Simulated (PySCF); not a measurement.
## Calculated data, CH4AlGeN

Calculation on a computer-drawn molecule: the log of a Hartree-Fock and frozen-core CCSD(T) single point meant for a local Hartree-Fock minimum, with one planted fault or none, to be diagnosed. Offsets are logged minus clean, where the clean run is the same molecule without the fault. The reference is restricted for singlets and unrestricted otherwise, and also for a bond in bohr or an excited solution. Adding or removing an electron swaps singlet and doublet. The excited solution moves the top pair (singlet) or top alpha electron (doublet) to the lowest empty orbital. Highest occupied and lowest empty are orbital energies over both spins, largest force is the largest gradient component, triples share is (T) over the correlation energy, the T1 limit is 0.02 restricted and 0.045 unrestricted, electrons count all cores, a negative frequency is imaginary (commonest isotopes), and the dipole is about the centre of nuclear charge; on germanium a core potential holds 10 electrons, which the energies leave out, and 3d is frozen in MP2 and coupled-cluster steps. Program: PySCF 2.14.0.

CH4AlGeN

Logged structure:
```xyz
8
CH4AlGeN
C      0.7418    -1.2957     1.8317
Ge    -0.5250    -1.1682     0.2781
Al     0.4545     1.0276    -0.7243
N      1.0121     2.3766    -1.3883
H      0.6572    -0.4148     2.4761
H      0.5169    -2.1870     2.4201
H      1.7805    -1.3476     1.4908
H      1.3647     3.2110    -1.7909
```

- meant charge: 0
- meant multiplicity: 1
- meant basis: cc-pV(D+d)Z
- meant basis and core potential on germanium: cc-pVDZ-PP ECP10MDF
- logged electrons: 62
- logged basis functions: 94
- logged SCF converged: yes
- logged spin squared: 2.0233
- logged highest occupied: -6.2614 eV
- logged lowest empty: -0.2209 eV
- logged largest force: 0.099323 hartree/bohr
- logged T1 diagnostic: 0.017747
- logged D1 diagnostic: 0.059217
- logged triples share: 0.030436
- logged CC converged: yes
- logged dipole magnitude: 5.0054 debye
- logged SCF stable within its kind: yes
- logged energy HF: -629.86481 hartree
- logged energy CCSD(T): -630.33092 hartree
- possible faults: no fault, one electron removed, one electron added, multiplicity raised by two, geometry at a saddle point, SCF held on an excited solution, minimal basis STO-3G, one bond length entered in bohr, all coordinates scaled
- planted fault: withheld

Drawn bonds:
| atom | other atom | order |
| --- | --- | --- |
| 1 | 2 | 1 |
| 2 | 3 | 1 |
| 3 | 4 | 2 |
| 1 | 5 | 1 |
| 1 | 6 | 1 |
| 1 | 7 | 1 |
| 4 | 8 | 1 |

Questions
1. Which fault was planted in the run of CH4AlGeN?

## Answers
1. multiplicity raised by two

Further results for CH4AlGeN:

* HF energy offset from clean run: 8.298 kcal/mol
* CCSD(T) energy offset from clean run: 38.63 kcal/mol
